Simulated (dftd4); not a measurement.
C$_{4}$H$_{10}$O$_{2}$Sb (SMILES CC[O][Sb+][O]CC), charge +1, singlet, geometry from GFN2-xTB; D4 for r2scan run with dftd4.

Here is a job for dftd4.
```
$ dftd4 mol.xyz --func r2scan --charge 1 --json dftd4.json --noedisp

# file mol.xyz
17

Sb    -0.20912211     0.73703085     0.26169453
O     -0.55186228    -1.13548900     0.30490070
C     -1.59799964    -1.82002368     0.97515898
C     -2.54219831    -0.92073203     1.74165235
H     -2.13528267    -2.38638621     0.20637872
H     -1.11297565    -2.53926026     1.64432980
H     -3.02499400    -0.21293550     1.06267013
H     -3.31265886    -1.51605063     2.22499360
H     -1.99670382    -0.36787948     2.51095594
O      1.28042581     0.50783529    -0.84218053
C      1.83676916    -0.68985362    -1.38727725
C      2.90420216    -0.29677141    -2.38943824
H      2.26565826    -1.28322146    -0.57124818
H      1.04608139    -1.28514828    -1.85799653
H      3.67585932     0.29753588    -1.90888203
H      3.35577078    -1.19453299    -2.80186001
H      2.47132434     0.28481946    -3.19809898
```

**Question.** Predict the main parts of the log of this dftd4 run.

**Answer.** 
```
                    ____  _____ _____     ____  _  _
      -------------|  _ \|  ___|_   _|---|  _ \| || |------------
     |             | | | | |_    | | ___ | | | | || |_           |
     |             | |_| |  _|   | ||___|| |_| |__   _|          |
     |             |____/|_|     |_|     |____/   |_|            |
     |             ===================================           |
     |            E. Caldeweyher, S. Ehlert & S. Grimme          |
     |          Mulliken Center for Theoretical Chemistry        |
     |                    University of Bonn                     |
      -----------------------------------------------------------

Rational (Becke-Johnson) damping: r2scan-D4-ATM
---------------------
  s6         1.0000
  s8         0.6019
  s9         1.0000
  a1         0.5156
  a2         5.7734
 alp        16.0000
--------------------

Dispersion energy:      -3.4022648534072E-03 Eh

[Info] JSON dump of results written to 'dftd4.json'
```
